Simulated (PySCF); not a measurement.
Computed IR spectrum (relative IR intensity) of a molecule ClH6NOSi2. Geometry optimised at B3LYP-D3(BJ)/def2-SVP. Other conformers were not sampled. These are B3LYP-D3(BJ)/def2-SVP run with PySCF 2.14.0 values and carry that method's errors. Frequencies are harmonic and unscaled.

Lines under 2 % of the strongest are left out, and lines within 2 cm⁻¹ are merged.

ν (cm⁻¹): 262 (w), 333 (m), 408 (s), 518 (w), 561 (w), 622 (w), 645 (w), 738 (w), 800 (w), 860 (w), 888 (s), 906 (s), 953 (s), 958 (vs), 990 (w), 1070 (s), 1545 (w), 2254 (m), 2263 (m), 2268 (m), 2277 (m), 3571 (w), 3664 (w) (against the strongest line: vs over 80 %, s over 45 %, m over 15 %, w over 4 %, vw less)

Q: Which molecule gave these data?
A. N[SiH2]O[SiH2]Cl
B. N[Si@@H](O)[SiH2]Cl
C. N[SiH2][Si@H](O)Cl
D. O[SiH2]N[SiH2]Cl

A: A, N[SiH2]O[SiH2]Cl
